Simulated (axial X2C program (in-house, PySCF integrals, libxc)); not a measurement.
LiY⁺: from Re and ωe to a spectrum

A bond curve at the PBE0 level, 2c, was computed with an in-house all-electron X2C program for linear molecules (integrals from PySCF) (basis Y dyall-cv3z [11s12p9d6f3g], Li dyall-cv3z [7s8p2d] (cores contracted in-house)) for the state Ω = 1/2 (⟨Sz⟩ = 0.50, ⟨Lz⟩ = 0.00 at PBE0). Its fit gives Re = 3.2149 Å, ωe = 260.4 cm⁻¹, ωexe = 1.78 cm⁻¹ and αe = 2.365e-03 cm⁻¹; the masses are 88.9058 and 7.0160 u. Two-component means X2C with spin–orbit coupling and atomic mean-field Coulomb and Gaunt terms.

(1) Find the reduced mass, Be and the force constant.

(2) Where do the fundamental and the first overtone lie?

(3) Estimate the centrifugal constant by the Kratzer relation.

(4) A Morse curve ties αe to the other constants (Pekeris). How well does that hold?

One determinant describes the state; a PBE0 search over occupations chose it and may have missed a lower one. Density functionals use the spin component along the axis (collinear). PBE0 can misorder states that lie within some tenths of an eV, so this need not be the ground state of the molecule. The nearest other 2c determinant of the search, Ω = 3/2, lies 0.18 eV up at the distance of the search.

Answers

(1) From the PBE0 values: μ = 6.5028 u. Be = 16.8576/(μ Re²) = 0.2508 cm⁻¹. k = 5.8918×10⁻⁷ μ ωe² = 0.26 mdyn/Å.

(2) ν(1←0) = ωe − 2ωexe = 256.8 cm⁻¹; ν(2←0) = 2ωe − 6ωexe = 510.1 cm⁻¹.

(3) D = 4Be³/ωe² = 9.31e-07 cm⁻¹.

(4) αe(Morse) = 6Be²/ωe × (√(ωexe/Be) − 1) = 2.412e-03 cm⁻¹; the PBE0 curve gives 2.365e-03 cm⁻¹, a ratio of 1.02.
